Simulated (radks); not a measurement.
Spherical quantum dot in the effective-mass picture: electrons in a hard-walled sphere of radius 3.31, with a point charge +2 (a donor) at the centre, all in effective atomic units (hartree* = m*/eps^2 hartree, bohr* = eps/m* bohr), one dielectric constant everywhere. Method: non-relativistic Kohn-Sham, exchange-only LDA, spin-polarised, spherical densities; computed with a radial shooting solver with Libxc functionals. Levels are named by radial order and angular momentum (1s, 1p, 1d, 2s, ...), and open shells are averaged over m. Results are scaled to m* = 0.053 and eps = 10.8, for which hartree* = 12.36 meV and bohr* = 10.78 nm. Each electron was tried in the lowest free levels, single moves between levels near the top were tried too, and the lowest total energy was kept; such a search can miss a lower state. At N = 1 the Hartree and exchange-correlation terms need not cancel, so that row can carry a self-interaction error.

\begin{tabular}{lrrrrrr}
N & open shells & 2S & mu = E(N) - E(N-1) (meV) & addition energy mu(N+1) - mu(N) (meV) & e(HOMO) (meV) & rms radius (nm) \\ \hline
1 & 1s(up 1, down 0) & 1 & -23.628 & 13.85 & -18.236 & 9.545 \\
2 & none & 0 & -9.7752 & 20.01 & -5.8542 & 11.44 \\
3 & 1p(up 1, down 0) & 1 & 10.237 & 4.757 & 12.542 & 15.63 \\
4 & 1p(up 2, down 0) & 2 & 14.994 & 4.978 & 17.472 & 17.56 \\
5 & 1p(up 3, down 0) & 3 & 19.972 & 7.097 & 22.476 & 18.76 \\
6 & 1p(up 3, down 1) & 2 & 27.069 & 4.419 & 29.196 & 19.65 \\
7 & 1p(up 3, down 2) & 1 & 31.488 & 4.690 & 33.813 & 20.32 \\
8 & none & 0 & 36.177 & 7.078 & 38.552 & 20.87 \\
9 & 2s(up 1, down 0) & 1 & 43.255 & 6.335 & 45.803 & 21.31 \\
10 & none & 0 & 49.590 & 7.649 & 52.444 & 21.56 \\
11 & 1d(up 1, down 0) & 1 & 57.239 & 4.528 & 59.497 & 22.00 \\
12 & 1d(up 2, down 0) & 2 & 61.766 & 4.552 & 64.039 & 22.37 \\
13 & 1d(up 3, down 0) & 3 & 66.318 & 4.565 & 68.599 & 22.69 \\
14 & 1d(up 4, down 0) & 4 & 70.882 & 4.571 & 73.167 & 22.98 \\
15 & 1d(up 5, down 0) & 5 & 75.454 & 6.098 & 77.740 & 23.23 \\
16 & 1d(up 5, down 1) & 4 & 81.552 & 4.428 & 83.759 & 23.46 \\
17 & 1d(up 5, down 2) & 3 & 85.979 & 4.457 & 88.204 & 23.67 \\
18 & 1d(up 5, down 3) & 2 & 90.436 & 4.475 & 92.671 & 23.86 \\
19 & 1d(up 5, down 4) & 1 & 94.911 & 4.486 & 97.152 & 24.03 \\
20 & none & 0 & 99.396 & 11.75 & 101.64 & 24.19 \\
21 & 1f(up 1, down 0) & 1 & 111.15 & 4.401 & 113.35 & 24.37 \\
22 & 1f(up 2, down 0) & 2 & 115.55 & 4.408 & 117.75 & 24.53 \\
23 & 1f(up 3, down 0) & 3 & 119.96 & 4.414 & 122.17 & 24.69 \\
24 & 1f(up 4, down 0) & 4 & 124.37 & - & 126.58 & 24.83 \\
\end{tabular}

All shells are closed at N = 2, 8, 10, 20 (there: 1s2 1p6 1d10 2s2); the second difference of the energy has clear peaks (12 % above both neighbours; the first and last values, which can be the largest, are not judged, and half-filled shells can peak too) at N = 2, 5, 10, 15, 20.
